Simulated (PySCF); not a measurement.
CH3O2 (SMILES OC=[OH+]), charge +1, singlet, geometry from GFN2-xTB; CCSD/def2-SVP (PySCF).

PySCF was given this input:
```python
from pyscf import gto, scf, cc

mol = gto.M(
    atom='''
O    -1.05434669   -0.40745506   -0.12561844
C    -0.10444344    0.40406092   -0.04683357
O     1.11194808    0.18461227    0.15144752
H    -0.91558100   -1.37692343   -0.02991756
H    -0.37817902    1.46306326   -0.16957957
H     1.45960960   -0.72776304    0.27386588
''',
    basis='def2-svp',
    charge=1,
    verbose=4,
    max_memory=1800,
)

mf = scf.RHF(mol)
mf.kernel()

mycc = cc.CCSD(mf, frozen=3)
mycc.kernel()
print('E(CCSD) = %.10f' % mycc.e_tot)
```

Output, abridged:

```
PySCF version 2.14.0

[INPUT] verbose = 4
[INPUT] num. atoms = 6
[INPUT] num. electrons = 24
[INPUT] charge = 1
[INPUT] spin (= nelec alpha-beta = 2S) = 0
[INPUT] symmetry False subgroup None
[INPUT] Mole.unit = angstrom
[INPUT] Symbol           X                Y                Z      unit          X                Y                Z       unit  Magmom
[INPUT]  1 O     -1.054346690000  -0.407455060000  -0.125618440000 AA   -1.992426484442  -0.769978471468  -0.237384447795 Bohr   0.0
[INPUT]  2 C     -0.104443440000   0.404060920000  -0.046833570000 AA   -0.197369497107   0.763564476440  -0.088502620736 Bohr   0.0
[INPUT]  3 O      1.111948080000   0.184612270000   0.151447520000 AA    2.101277335936   0.348866629534   0.286194335045 Bohr   0.0
[INPUT]  4 H     -0.915581000000  -1.376923430000  -0.029917560000 AA   -1.730197334855  -2.602008177197  -0.056535994715 Bohr   0.0
[INPUT]  5 H     -0.378179020000   1.463063260000  -0.169579570000 AA   -0.714654773856   2.764788864313  -0.320458943622 Bohr   0.0
[INPUT]  6 H      1.459609600000  -0.727763040000   0.273865880000 AA    2.758262392786  -1.375272829181   0.517531508063 Bohr   0.0

nuclear repulsion = 78.4173258342373
number of shells = 27
number of NR pGTOs = 93
number of NR cGTOs = 57
basis = def2-svp
ecp = {}

******** <class 'pyscf.scf.hf.RHF'> ********
method = RHF
initial guess = minao
damping factor = 0
level_shift factor = 0
DIIS = <class 'pyscf.scf.diis.CDIIS'>
diis_start_cycle = 1
diis_space = 8
diis_damp = 0
SCF conv_tol = 1e-09
SCF conv_tol_grad = None
SCF max_cycles = 50
direct_scf = True
direct_scf_tol = 1e-13
Set gradient conv threshold to 3.16228e-05
Initial guess from minao.
init E= -189.850179357957
  HOMO = -0.480972741453654  LUMO = 0.0501338636687274  gap/eV = 14.45215
cycle= 1 E= -188.811381123258  delta_E= 1.04  |g|= 0.67  |ddm|= 2.28
  HOMO = -0.840447243049286  LUMO = -0.205029384823458  gap/eV = 17.29060
cycle= 2 E= -188.899099025426  delta_E= -0.0877  |g|= 0.289  |ddm|= 0.657
  HOMO = -0.835079185308911  LUMO = -0.127771738353045  gap/eV = 19.24682
cycle= 3 E= -188.915102236196  delta_E= -0.016  |g|= 0.0597  |ddm|= 0.239
  HOMO = -0.817733726571431  LUMO = -0.117723973267994  gap/eV = 19.04824
cycle= 4 E= -188.915912618697  delta_E= -0.00081  |g|= 0.0138  |ddm|= 0.0556
  HOMO = -0.821978713871123  LUMO = -0.120400577160375  gap/eV = 19.09091
cycle= 5 E= -188.915973810963  delta_E= -6.12e-05  |g|= 0.00288  |ddm|= 0.0179
  HOMO = -0.821497945920181  LUMO = -0.119772295228382  gap/eV = 19.09493
cycle= 6 E= -188.915977327906  delta_E= -3.52e-06  |g|= 0.000737  |ddm|= 0.00431
  HOMO = -0.821646616780936  LUMO = -0.119869479780603  gap/eV = 19.09633
cycle= 7 E= -188.915977625254  delta_E= -2.97e-07  |g|= 0.000202  |ddm|= 0.00135
  HOMO = -0.821667943301682  LUMO = -0.119850852936099  gap/eV = 19.09742
cycle= 8 E= -188.915977650662  delta_E= -2.54e-08  |g|= 4.2e-05  |ddm|= 0.000354
  HOMO = -0.821676548666473  LUMO = -0.119858296031874  gap/eV = 19.09745
cycle= 9 E= -188.915977651625  delta_E= -9.62e-10  |g|= 5.58e-06  |ddm|= 7.05e-05
  HOMO = -0.821676584495865  LUMO = -0.119857840142288  gap/eV = 19.09746
Extra cycle  E= -188.915977651638  delta_E= -1.37e-11  |g|= 2.13e-06  |ddm|= 8.16e-06
converged SCF energy = -188.915977651638

******** <class 'pyscf.cc.ccsd.CCSD'> ********
CC2 = 0
CCSD nocc = 9, nmo = 54
frozen orbitals 3
max_cycle = 50
direct = 0
conv_tol = 1e-07
conv_tol_normt = 1e-05
diis_space = 6
diis_start_cycle = 0
diis_start_energy_diff = 1e+09
Init t2, MP2 energy = -189.404716282636  E_corr(MP2) -0.488738630997378
Init E_corr(CCSD) = -0.488738630999152
cycle = 1  E_corr(CCSD) = -0.490727204268425  dE = -0.00198857327  norm(t1,t2) = 0.0614195
cycle = 2  E_corr(CCSD) = -0.503967789733534  dE = -0.0132405855  norm(t1,t2) = 0.0198626
cycle = 3  E_corr(CCSD) = -0.504297590254345  dE = -0.000329800521  norm(t1,t2) = 0.011212
cycle = 4  E_corr(CCSD) = -0.506753419000036  dE = -0.00245582875  norm(t1,t2) = 0.00505882
cycle = 5  E_corr(CCSD) = -0.506572093152987  dE = 0.000181325847  norm(t1,t2) = 0.000881304
cycle = 6  E_corr(CCSD) = -0.506526227114958  dE = 4.5866038e-05  norm(t1,t2) = 0.000187255
cycle = 7  E_corr(CCSD) = -0.506525563518775  dE = 6.63596183e-07  norm(t1,t2) = 5.36347e-05
cycle = 8  E_corr(CCSD) = -0.506527883085562  dE = -2.31956679e-06  norm(t1,t2) = 1.41989e-05
cycle = 9  E_corr(CCSD) = -0.506527333419509  dE = 5.49666053e-07  norm(t1,t2) = 4.08547e-06
cycle = 10  E_corr(CCSD) = -0.506527196644038  dE = 1.3677547e-07  norm(t1,t2) = 1.3135e-06
cycle = 11  E_corr(CCSD) = -0.506527199548923  dE = -2.904885e-09  norm(t1,t2) = 3.49751e-07
CCSD converged
E(CCSD) = -189.4225048511874  E_corr = -0.5065271995489233
E(CCSD) = -189.4225048512
```
